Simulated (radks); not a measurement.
The numbers below are computed, except where a source is named.
Species: K. Configuration: [Ar] 4s1 (the NIST ground configuration).

Level of theory: non-relativistic Kohn-Sham, exchange-only LDA, spin-polarised, spherical densities, point nucleus; open shells are filled with parallel spins first (a radial shooting solver on a logarithmic mesh with Libxc functionals).

Energy parts (hartree):
part                   energy
total              -596.71147
kinetic             596.71147
electron-nucleus  -1420.17911
Hartree             256.88311
exchange            -30.12694

Orbitals (lengths in bohr, moments of r in powers of bohr):
orbital  occ.  eigenvalue (hartree)   <1/r>     <r^2>      <r^4>
1s up       1             -128.3262   18.50  0.008974  0.0002066
1s down     1             -128.3258   18.50  0.008974  0.0002066
2s up       1             -12.77086   3.752    0.1817    0.05883
2s down     1             -12.77046   3.752    0.1817    0.05883
2p up       3             -10.21448   3.683    0.1538    0.04965
2p down     3             -10.21418   3.683    0.1538    0.04964
3s up       1              -1.22951   1.091     1.906      6.111
3s down     1              -1.22802   1.093     1.896      6.001
3p up       3              -0.64392  0.9498     2.520      12.01
3p down     3              -0.64054  0.9553     2.466      11.23
4s up       1              -0.08046  0.2526     29.50       1458
4s down     0              -0.01810  0.2433     40.18       3927

The highest occupied level is 4s up at -2.190 eV. The density falls to 0.001 e/bohr^3 at r = 4.40 bohr. The spin density at the nucleus is 0.998 e/bohr^3 (1s 0.014, 2s -0.001, 3s -0.048, 4s 1.033), a Fermi contact field of 52.3 T.
